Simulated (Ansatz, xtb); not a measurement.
**A geometry optimisation of N2Si2 with r2SCAN-D4/def2-SVP**

The starting geometry of this gas-phase singlet has its atoms placed at random.

```yaml
atoms:
  - { symbol: N, position_ang: [-0.2842, -1.6207, -0.2426] }
  - { symbol: N, position_ang: [0.2725, -1.3683, 0.9242] }
  - { symbol: Si, position_ang: [-0.4283, 0.4980, 1.6946] }
  - { symbol: Si, position_ang: [0.4001, 1.4477, -0.5819] }
```

Problem. Guess where an optimisation with r2SCAN-D4/def2-SVP ends from this start.

Solution. It ends as a structure given below by its coordinates. Contacts that close: N1–Si4 (3.16 → 1.88 Å), N2–Si3 (2.14 → 1.88 Å), Si3–Si4 (2.60 → 2.31 Å).

The energy falls by 2.37 eV over 12 steps:

```
step  E − E(last) (eV)
   1             2.375
   2             0.664
   3             0.429
   5             0.120
   6             0.028
   7             0.025
   8             0.002
  10             0.001
  11             0.000
  12             0.000
```

Final geometry (Å):

```
atom    x (Å)    y (Å)    z (Å)
   N  -0.2665  -1.0089  -0.2264
   N   0.3541  -1.1445   0.8586
  Si  -0.4684   0.3552   1.6466
  Si   0.3409   0.7548  -0.4844
```

From the same start GFN2-xTB reaches the same bonding as this run.

From so rough a start the end depends on the optimiser's path, so another program may land elsewhere. The end wasn't checked by frequencies. Run with Ansatz 0.2.0, 7.8 s on 2 threads of Intel(R) Xeon(R) 6975P-C (Granite Rapids), on a shared host.
